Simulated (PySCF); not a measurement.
# Electron correlation in P⁺ (phosphorus, charge +1)

[Ne] 3s2 3p1 3d1, one real determinant (an excited configuration). All numbers are calculated (PySCF 2.14, scalar relativity by spin-free X2C-1e, in x2c-QZVPPall with one added diffuse shell each of s, p, d, f type (10s7p5d3f1g, 86 functions)). Frozen: [Ne]; 4 electrons correlated.

MP2 pair energies summed by pair of shells (mhartree):

```tsv
pair	energy	share (%)
3s-3s	-25.87	33.3
3s-3d	-24.10	31.0
3s-3p	-22.40	28.8
3p-3d	-5.32	6.8
```

Total MP2 correlation energy: -77.69 mhartree.

Same-spin part -12.54 and opposite-spin part -65.16 mhartree; SCS-MP2 scales them by 1/3 and 6/5 to -82.37 mhartree.

The reference is one real determinant that mixes LS terms of this configuration.
